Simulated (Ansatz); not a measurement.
Consider the isomerisation: `O[SiH]1[CH2][GeH2]1` → `[SiH3][CH]1[O][GeH2]1`.

Isolated molecules relaxed with PBE0-D4/def2-TZVP in Ansatz; ΔE leaves out vibrations. CBS: MP2 limit from def2 TZ/QZ plus the TZ coupled-cluster correction, frozen cores. DFT in def2-TZVPP. For Ge outer-core shells are correlated without core-valence functions, which leaves a few kJ/mol of doubt a bond. Scalar relativity is left out up to krypton. One conformer a species, not always the lowest.

(1) Is it downhill or uphill in electronic energy at CCSD(T)/CBS, and by how much? (An estimate is asked.)

(2) What do these levels give: PBE-D4, B2PLYP, PBE0, CCSD/def2-TZVPP, MP2/def2-QZVPP, CCSD/CBS(def2)? (Estimate.)

Largest T1 diagnostic among the species: 0.014.

## Answers

(1) Ansatz gave: Uphill: ΔE = +172.5 kJ/mol.

(2) Computed: PBE-D4 168.1, B2PLYP 168.8, PBE0 180.0, CCSD/def2-TZVPP 172.8, MP2/def2-QZVPP 174.9, CCSD/CBS(def2) 176.6 kJ/mol.

From PBE to PBE0 (25 % exact exchange), in def2-TZVPP and without D4, ΔE moves by +11.7 kJ/mol.
